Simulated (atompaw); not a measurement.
Tc: variants of one PAW (atompaw) potential

Base potential:

atompaw 4.2.0.5 input, output lines left out:

```
Tc 43
GGA-PBE scalarrelativistic loggrid 1500 logderivrange -5 5 251
5 5 4 0 0 0
5 0 1
5 1 0
4 2 6
0 0 0
c
c
c
c
v
c
c
v
v
c
v
2
2.45 2.15 2.25 1.50
y
0.35
n
n
y
0.05
n
custom polynom2 7 10 vanderbiltortho besselshape
3 0 troulliermartins
2.45
2.45
1.40
2.45
1.35
1.35
```

Cutoffs, loose and tight: the cutoffs (Ry, on a coarse ladder) from which the occupation-weighted sum of valence levels, in a spherical-Bessel basis at the reference potential, stays within 10 and 1 mRy of its value at 400 Ry. They see the waves, projectors and local potential, not the compensation charge or the core. A dash means not determined.

A true bound ghost makes a file unfit for plane-wave use even where its test errors are small: the radial tests pick states by their node count and pass the ghost by.

Cutoffs are not given where the Bessel-basis levels miss the radial ones by over 6 mRy, ghosts where they miss by over 20 mRy; a channel whose overlap is not positive is not tested.

```csv
change,outcome,"cutoff, loose","cutoff, tight",bound ghosts
base,generated,200 Ry,over 300 Ry,s
"augmentation besselshape compensation charge, radius 1.50 bohr; PAW radius 2.45 bohr; waves and projectors: custom polynom2 7 10 vanderbiltortho",generated,200 Ry,over 300 Ry,s
"all radii scaled by about 0.80 (s 1.94, p 1.12, d 1.08 bohr); local potential troulliermartins scheme with l = 3 at 0 Ry, radius 1.80 bohr; augmentation besselshape compensation charge, radius 1.72 bohr; PAW radius 1.94 bohr; waves and projectors: custom polynom2 7 10 vanderbiltortho; core correction smooth core density matched at 1.20 bohr",generated,–,–,s
"local potential vpsmatchnc scheme with l = 3 at 0 Ry, radius 2.25 bohr",generated,200 Ry,over 300 Ry,s
wave 4d channel at 0.05 Ry: rc 1.35 bohr becomes 4d channel at 6.44 Ry: rc 1.35 bohr,generated,200 Ry,over 300 Ry,s
reference 4p6 4d5 5s0 5p0,generated,200 Ry,over 300 Ry,s
functional PBEsol,generated,200 Ry,over 300 Ry,s
core correction smooth core density matched at 2.24 bohr,generated,200 Ry,over 300 Ry,s
wave 5s channel at 0.35 Ry: rc 2.45 bohr becomes 5s channel at 0.35 Ry: rc 2.24 bohr,failed: atompaw: The overlap operator has at least one negative eigenvalue!,–,–,–
"augmentation besselshape compensation charge, radius 2.15 bohr; PAW radius 2.45 bohr; waves and projectors: modrrkj vanderbiltortho",failed: atompaw: The overlap operator has at least one negative eigenvalue!,–,–,–
"core [Ar] 3d10, valence charge 15; reference 4s2 4p6 4d5 5s2 5p0; waves now 4s (bound): rc 1.90 bohr; 5s (bound): rc 2.30 bohr; 4p (bound): rc 1.50 bohr; 5p (bound): rc 2.30 bohr; 4d (bound): rc 2.30 bohr; 4d channel at 4.3 Ry: rc 2.30 bohr; local potential troulliermartins scheme with l = 3 at 0 Ry, radius 1.80 bohr; core correction smooth core density matched at 1.15 bohr; augmentation besselshape compensation charge, radius 2.05 bohr; PAW radius 2.30 bohr; waves and projectors: custom polynom2 7 10 vanderbiltortho",generated,30 Ry,160 Ry,none
```

What comes out with this change to the base: augmentation besselshape compensation charge, radius 2.15 bohr; PAW radius 2.45 bohr; waves and projectors: custom rrkj vanderbiltortho?

outcome: generated; cutoff, loose: 55 Ry; cutoff, tight: 100 Ry; bound ghosts: s.
